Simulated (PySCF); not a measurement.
Gas-phase reaction: 2 TaCl5 + N2 + 4 H = 2 TaCl4NH2 + 2 Cl

Method: PySCF energies plus ideal-gas RRHO corrections (1 bar). † marks an energy on the PBE0/def2-TZVP geometry and frequencies; other levels use their own. MP2 and CCSD(T) freeze the core. Open shells (unrestricted): H (multiplicity 2), Cl (multiplicity 2); the rest are closed-shell singlets. Spin-orbit splitting is ignored; it lowers the true energy and changes the entropy of Cl. Ta: scalar-relativistic def2 core potential, no spin-orbit coupling. TaCl4NH2: computed as isolated molecules; such fragments, hydroxides, amides, oligomers or adducts are transient or little studied in the gas. MP2 isn't extrapolated to the basis-set limit. CCSD(T) isn't extrapolated to the basis-set limit.

```
level               ΔH°(298 K), kJ
------------------  --------------
BLYP/def2-TZVP†               -479
CCSD(T)/def2-SVP†             -475
MP2/def2-TZVPP†               -429
PBE/def2-SVP                  -443
PBE/def2-TZVP†          (withheld)
LDA/def2-TZVP†          (withheld)
ωB97M-V/def2-TZVP†      (withheld)
ωB97X-V/def2-TZVP†      (withheld)
```

### Question
Fill in the missing entries.

### Answer

- PBE/def2-TZVP†, ΔH°(298 K), kJ: -448
- LDA/def2-TZVP†, ΔH°(298 K), kJ: -538
- ωB97M-V/def2-TZVP†, ΔH°(298 K), kJ: -497
- ωB97X-V/def2-TZVP†, ΔH°(298 K), kJ: -503
